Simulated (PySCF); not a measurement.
## Shapes and spin states of H4RuO

All numbers come from PBE0 in PySCF with Ru def2-TZVP with ECP28, O def2-TZVP, H def2-TZVP; scalar-relativistic core potentials, no spin–orbit coupling; density-fitted integrals.

Relaxations began from a few typed shapes and spin states; open shells are unrestricted. The search is not exhaustive: other isomers or separated fragments can lie lower, and high-lying points may rest on an excited occupation.

(1) Which is the lowest minimum found?
A. triplet Cs: Ru–H 1.610 Å, Ru–H 1.612 Å (×2), Ru–H 1.624 Å, Ru–O 1.705 Å; H–Ru–H 44.7° (×2), H–Ru–H 85.1° (×2), H–Ru–H 88.2°, H–Ru–H 91.7°, H–Ru–O 127.4° (×2)
B. triplet C3v: Ru–H 1.564 Å (×3), Ru–H 1.648 Å, Ru–O 1.768 Å; H–Ru–H 66.1° (×3), H–Ru–H 104.6° (×3), H–Ru–O 113.9° (×3), H–Ru–O 180.0°
C. singlet Cs: H–H 0.869 Å, Ru–H 1.542 Å (×2), Ru–H 1.799 Å, Ru–H 1.822 Å, Ru–O 1.690 Å; H–H–Ru 74.6°, H–H–Ru 77.6°, H–Ru–H 27.8°, H–Ru–H 68.0°, H–Ru–H 76.8° (×2)
D. singlet C4v: Ru–H 1.580 Å (×4), Ru–O 1.618 Å; H–Ru–H 76.5° (×4), H–Ru–H 122.3° (×2), H–Ru–O 118.8° (×4)

## Answers

(1) D. The others lie at 134.9 (singlet Cs, a saddle point), 144.6 (triplet Cs, a saddle point), 208.6 (triplet C3v, a saddle point) kJ/mol above it.
